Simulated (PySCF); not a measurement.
Geometry (Å), atoms numbered from 1 in this order:
```xyz
18

C     2.422   -1.016    1.415
C     1.872    0.122    0.961
B     0.499    0.163    0.232
C    -0.401   -1.070   -0.182
C    -1.750   -0.442   -0.561
C    -1.403    0.939   -1.128
C    -0.266    1.459   -0.240
H     3.389   -1.046    1.929
H     1.915   -1.980    1.288
H     2.433    1.052    1.124
H    -0.465   -1.918    0.517
H     0.090   -1.470   -1.095
H    -2.364   -0.318    0.349
H    -2.345   -1.052   -1.260
H    -1.035    0.825   -2.164
H    -2.276    1.609   -1.180
H     0.344    2.266   -0.677
H    -0.683    1.883    0.700
```

Geometry: PBE0-D3(BJ)/def2-SVP; GIAO shifts from PySCF 2.14.0 with density-fitted response routines, gas phase, non-relativistic, averaged over equivalent atoms.

At WP04/pcSseg-1 (174 basis functions, 21 s wall time on 1 thread of an Arm Neoverse V1, shared host):
| atoms | δ (ppm) |
| --- | --- |
| C1 | 149.6 |
| C2 | 143.2 |
| C5/C6 | 32.0 |
| C4/C7 | 28.1 |
| B3 | 79.8 |
| H10 | 6.48 |
| H9 | 6.26 |
| H8 | 6.23 |
| H13/H14/H15/H16 | 1.53 |
| H11/H12/H17/H18 | 1.10 |

Chemical shifts δ = σref − σ; $^{13}$C (172.44 ppm), $^{1}$H (31.56 ppm) against TMS; BF3·OEt2 for $^{11}$B (95.72 ppm), all at this level.

Task: What do these become at PBE0/pcSseg-1?

Result: 
```
          atoms  δ at PBE0/pcSseg-1  change
             C1               152.8    +3.2
             C2               146.4    +3.2
          C5/C6                30.0    -2.0
          C4/C7                29.4    +1.3
             B3                82.0    +2.2
            H10                7.02   +0.54
             H9                6.66   +0.40
             H8                6.65   +0.42
H13/H14/H15/H16                1.65   +0.12
H11/H12/H17/H18                1.23   +0.13
```

Shifts are taken against calculated references (same method and geometry level): $^{13}$C (σref 184.41) and $^{1}$H (σref 31.27) against TMS; $^{11}$B (σref 100.73) vs BF3·OEt2.

The largest change is at C1 (terminal =CH2 carbon). Cost: 174 basis functions, 22 s wall time on 1 thread of an Arm Neoverse V1, shared host. The order of the carbon signals is the same at both levels.

A carbon bonded to boron is broadened by the quadrupolar boron nucleus and is often missing from a measured spectrum.
